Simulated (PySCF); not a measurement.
BCl3H2O2Si. Atoms are numbered in the order given.

```xyz
9

Si     0.0351     0.2469     0.0000
Cl    -2.0233     0.6270     0.0000
Cl     0.8466     1.1452     1.6752
Cl     0.8466     1.1452    -1.6752
B      0.2123    -1.7697     0.0000
O      1.4464    -2.3168     0.0000
O     -0.9016    -2.5438     0.0000
H      1.4270    -3.2861     0.0000
H     -1.7250    -2.0343     0.0000
```
Charge 0, spin multiplicity 1.

Coordinates come from a B3LYP-D3(BJ)/def2-SVP optimisation. The structure was generated by enumeration, and PubChem lists no compound with its InChIKey, so it may never have been made. Other conformers were not sampled.

Level of theory: KT2/pcSseg-1 (PySCF).

GIAO shieldings, no solvent; atoms listed in one row are averaged. δ = σ(ref) − σ: ²⁹Si against TMS (σ = 361.9 ppm); ³⁵Cl against HCl (σ = 945.4 ppm); ¹¹B against BF3 (σ = 89.8 ppm); ¹⁷O against H2O (σ = 330.4 ppm); ¹H against TMS (σ = 31.47 ppm), references at their B3LYP-D3(BJ)/def2-TZVP geometries, non-relativistic (without spin–orbit terms, shifts of atoms bonded to Cl or Br come out too high).

Computed chemical shifts:
```tsv
nucleus	atoms	count	δ (ppm)
²⁹Si	Si1	1	37.5
³⁵Cl	Cl3, Cl4	2	181.8
³⁵Cl	Cl2	1	171.5
¹¹B	B5	1	11.6
¹⁷O	O7	1	160.8
¹⁷O	O6	1	131.3
¹H	H9	1	5.71
¹H	H8	1	4.76
```
